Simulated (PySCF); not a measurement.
## Telling isomers of CH₁₁NO₂Si₃ apart by NMR

[PySCF: shieldings: GIAO PBE0/pcSseg-1; GFN2-xTB structure; equivalent nuclei averaged; one computed conformer; in vacuum; non-relativistic]

Scale: ¹H (31.72 ppm), ¹³C (186.93 ppm) vs TMS (reference shieldings calculated alike). Where no couplings were computed, multiplicities follow the n + 1 count of equivalent neighbours, and m marks all less simple cases (inequivalent or close neighbours, rings, F or P nearby). Shifts are as computed. Against solution values, carbons near 30 ppm lie about +3 ppm off and those near 130 ppm about +5 ppm. Of 1211 compounds with measured shifts, 218 miss one by over three times the rms of a fit or turn the order of signals round; such compounds aren't used in these exercises. OH and NH positions are gas-phase values without hydrogen bonding to other molecules.

(1) Tabulate the signals of `CN[SiH2]O[SiH2]O[SiH3]`, `NC[SiH2]O[SiH2]O[SiH3]` and their relative energies.

(2) What is the quickest way to tell CN[SiH2]O[SiH2]O[SiH3] from NC[SiH2]O[SiH2]O[SiH3]?

Results:

(1) 
```tsv
SMILES	carbon types	δC	δH	E rel. (kcal/mol)
CN[SiH2]O[SiH2]O[SiH3]	1×CH3	30.4	5.27 (s, 2H), 5.24 (s, 3H), 5.05 (s, 2H), 2.96 (s, 3H), -0.07 (br s, 1H)	0.0
NC[SiH2]O[SiH2]O[SiH3]	1×CH2	35.0	5.22 (s, 3H), 5.13 (t, 2H), 5.02 (s, 2H), 2.54 (t, 2H), 0.44 (br s, 2H)	15.5
```

Energies are electronic energies at PBE0/pcSseg-1 on these geometries, without zero-point or thermal terms, each for the one conformer computed, which needn't be the lowest.

(2) Both give the same number of carbon signals, but DEPT or the intensities differ. The first has a methyl carbon bonded to N (CH3) at 30.4 ppm, the second an sp3 CH2 bonded to N and Si at 35.0 ppm.
